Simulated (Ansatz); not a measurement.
C2H7InNO (`C[N](C)[In][OH]`) radical, charge 0, multiplicity 2.

(1) Give a relaxed structure at PBE0-D4/def2-TZVP (Ansatz). (Estimate.)

Answers

(1) The calculation gave: 
Z-matrix (Å, degrees):
```
C
N 1 1.426
H 1 1.097 2 112.9
H 1 1.101 2 107.3 3 119.2
H 1 1.092 2 110.5 3 -123.6
C 2 1.426 1 114.2 3 -40.1
In 2 2.578 1 114.9 3 -175.8
H 6 1.092 2 110.6 1 164.9
H 6 1.101 2 107.5 1 -77.7
H 6 1.097 2 112.8 1 41.4
O 7 2.079 2 72.1 1 66.9
H 11 0.960 7 116.3 2 179.6
```
Point group Cs.
This is one stationary point; other conformers may exist.
